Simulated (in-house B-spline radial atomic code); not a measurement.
Zn²⁺: [Ne] 3s2 3p5 3d10 5f1 (an excited or competing configuration)

Computed with a B-spline radial code for spherical atoms: Dirac-Hartree-Fock, average of configuration, Fermi nucleus of rms radius 3.9283 fm.

Screening seen three ways: the hydrogenic charge with the same mean radius, Z_r = [3n² - l(l+1)]/(2<r>), the one with the same energy, Z_e = n√(-2ε), and Slater's rules. Values are occupation-weighted means over j.

| shell | electrons | ε (eV) | <r> (bohr) | Z_r | Z_e | Slater |
| --- | --- | --- | --- | --- | --- | --- |
| 1s | 2 | -9780.6 | 0.05028 | 29.84 | 26.81 | 29.70 |
| 2s | 2 | -1276 | 0.2249 | 26.68 | 19.37 | 25.85 |
| 2p | 6 | -1107.6 | 0.1982 | 25.23 | 18.05 | 25.85 |
| 3s | 2 | -195.55 | 0.6768 | 19.95 | 11.37 | 19.10 |
| 3p | 5 | -145.83 | 0.7047 | 17.74 | 9.82 | 19.10 |
| 3d | 10 | -59.657 | 0.8079 | 13.00 | 6.28 | 9.85 |
| 5f | 1 | -4.9182 | 10.43 | 3.02 | 3.01 | 3.00 |

The least bound orbital is 5f5/2 at -4.918 eV, and it is also the most diffuse (<r> = 10.43 bohr). The part-filled 3p shell lies below the filled 3d shell in orbital energy.

Spin-orbit splittings of the orbital energies (j = l + 1/2 above j = l - 1/2 when positive): 2p 24.21 eV, 3p 3.294 eV, 3d 0.442 eV, 5f -0.0001799 eV.

For the 1s electron the small component carries 1.17 % of the norm, the zero-frequency Breit interaction raises the level by 13.13 eV, self-energy by 6.729 eV, and vacuum polarisation lowers it by 0.6237 eV.
